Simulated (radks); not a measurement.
Results of a calculation; reference values are marked as such.
Problem. The mean radii <r> (bohr) of the occupied orbitals of an atom or ion are listed with their occupations. Level of theory: non-relativistic Kohn-Sham, LDA (Slater exchange, Perdew-Wang correlation), spin-unpolarised, spherical densities, point nucleus (a radial shooting solver on a logarithmic mesh with Libxc functionals).

| orbital | occ. | <r> |
|---|---|---|
| 1s | 2 | 0.01893 |
| 2s | 2 | 0.07972 |
| 2p | 6 | 0.06734 |
| 3s | 2 | 0.1994 |
| 3p | 6 | 0.1898 |
| 3d | 10 | 0.1656 |
| 4s | 2 | 0.4062 |
| 4p | 6 | 0.4037 |
| 4d | 9 | 0.3944 |

Name the element and its charge.

Solution. Z = 80, mercury, charge +35: Hg35+ in [Kr] 4d9. The 1s radius gives Z: for a bare nucleus <r> = 1.5/Z, 0.01875 bohr for Z = 80, and screening makes it slightly larger (0.01893 here). The occupations add up to 45, and the charge is Z minus that.
